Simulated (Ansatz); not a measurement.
Two structures of BHBrClF2, singlet, reached by relaxing down either side of one saddle point (PBE0-D4/def2-TZVP). Energies are electronic, without zero-point energy. Ansatz 0.2.0; basis: def2-TZVPP and def2-QZVPP; cores frozen in the correlated methods. Filled d shells of the heavier atoms are correlated. The def2 sets are not built for correlating such inner shells, so the correlated values are less sure here. Extrapolation: Hartree–Fock as exp(−7.88 √X), correlation as X^−2.97. First:

| atom | x (Å) | y (Å) | z (Å) |
| --- | --- | --- | --- |
| B1 | -0.7503 | -0.7318 | -0.3377 |
| Br2 | -1.3680 | 0.8967 | -1.1255 |
| F3 | -1.1806 | -1.0923 | 0.8433 |
| F4 | 0.0532 | -1.5185 | -1.0050 |
| H5 | 1.4213 | 1.7774 | 0.5639 |
| Cl6 | 1.8243 | 0.6686 | 1.0610 |

Second:

```json
{"atom": "B1", "x (Å)": "0.1173", "y (Å)": "-1.1012", "z (Å)": "0.3309"}
{"atom": "Br2", "x (Å)": "-0.9663", "y (Å)": "1.8005", "z (Å)": "-1.0540"}
{"atom": "F3", "x (Å)": "-1.0136", "y (Å)": "-1.1960", "z (Å)": "0.9848"}
{"atom": "F4", "x (Å)": "0.2131", "y (Å)": "-1.6217", "z (Å)": "-0.8672"}
{"atom": "H5", "x (Å)": "0.1420", "y (Å)": "2.4766", "z (Å)": "-0.4752"}
{"atom": "Cl6", "x (Å)": "1.5074", "y (Å)": "-0.3581", "z (Å)": "1.0808"}
```

(1) Which bonds change from the first to the second?

(2) Give the saddle point's structure and its height above each. (To be estimated.)

The T1 diagnostic stays at or below 0.011.

Answers

(1) BBrF₂ ([F][B]([F])[Br]) + HCl → BClF₂ ([F][B]([F])[Cl]) + HBr; bonds formed: B1–Cl6, Br2–H5; bonds broken: B1–Br2, H5–Cl6.

(2) Computed: 23.34 kcal/mol above the first and 25.81 kcal/mol above the second (CCSD(T) at an estimated basis limit (MP2 extrapolated from triple and quadruple zeta, plus CCSD(T) − MP2 in triple zeta)).
```
6
angstrom
B -0.1884 -0.5793 0.0084
Br -0.8937 1.2992 -0.8907
F -1.0389 -0.9755 0.9363
F 0.2047 -1.4072 -0.9411
H 0.5309 1.3396 0.0437
Cl 1.3853 0.3232 0.8433
```

Labels in which every atom is bracketed show which atoms are joined, not bond orders.

For scale, one of the runs: CCSD(T)/def2-TZVPP, 197 basis functions, launched by `ansatz run in.yaml --threads 4 --pin off --events-out ev --progress --plain --max-ram 9574MiB`. Time: 2.3 min of wall clock on 4 CPU threads of an Intel Xeon; the host was shared. Peak host memory: 2.6 GiB.
